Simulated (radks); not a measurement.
Minus the highest occupied eigenvalue as an estimate of the ionisation energy, Pr40+ to Pr58+. The LB94 potential has the -1/r tail that LDA and GGA lack but no energy functional. All-electron calculation, scalar-relativistic Kohn-Sham, LB94 model potential, spin-polarised, spherical densities, finite nucleus; open shells are filled with parallel spins first (spin-orbit coupling, left out, can overturn this in heavy ions); Fermi nuclear charge, rms radius 4.8919 fm. Program: a radial shooting solver on a logarithmic mesh with Libxc functionals.

species,configuration,HOMO,-e(HOMO) (eV),<r> (bohr),"IE, NIST (eV)",kind
Pr40+,[Ar] 3d1,3d up,2914.6,0.218,2941,theory
Pr41+,[Ar],3p,3260.3,0.245,3227,theory
Pr42+,[Ne] 3s2 3p5,3p down,3353.6,0.243,3319,theory
Pr43+,[Ne] 3s2 3p4,3p down,3447.4,0.242,3419,theory
Pr44+,[Ne] 3s2 3p3,3p up,3556.6,0.240,3512,theory
Pr45+,[Ne] 3s2 3p2,3p up,3652.6,0.239,3729,theory
Pr46+,[Ne] 3s2 3p1,3p up,3749.1,0.237,3832,theory
Pr47+,[Ne] 3s2,3s,4048.6,0.243,4030,theory
Pr48+,[Ne] 3s1,3s up,4148.2,0.242,4130,theory
Pr49+,[Ne],2p,9500.3,0.0886,9378,theory
Pr50+,[He] 2s2 2p5,2p down,9756.5,0.0879,9632,theory
Pr51+,[He] 2s2 2p4,2p down,10011.5,0.0872,9913,theory
Pr52+,[He] 2s2 2p3,2p up,10331.9,0.0865,10175,theory
Pr53+,[He] 2s2 2p2,2p up,10597.5,0.0858,10959,theory
Pr54+,[He] 2s2 2p1,2p up,10861.6,0.0852,11262,theory
Pr55+,[He] 2s2,2s,11652.9,0.0978,11641,theory
Pr56+,[He] 2s1,2s up,11903.8,0.0973,11895.9,theory
Pr57+,[He],1s,48571,0.0240,48571.7,theory
Pr58+,1s1,1s up,49643,0.0238,49722.4,theory

Reference values: NIST Atomic Spectra Database (exp. = measured, semi-emp. = semi-empirical, theory = theoretical value adopted there). Open shells are spherical and high-spin; term and fine-structure splittings are not resolved. Spin-orbit splitting is averaged out at the scalar-relativistic level.
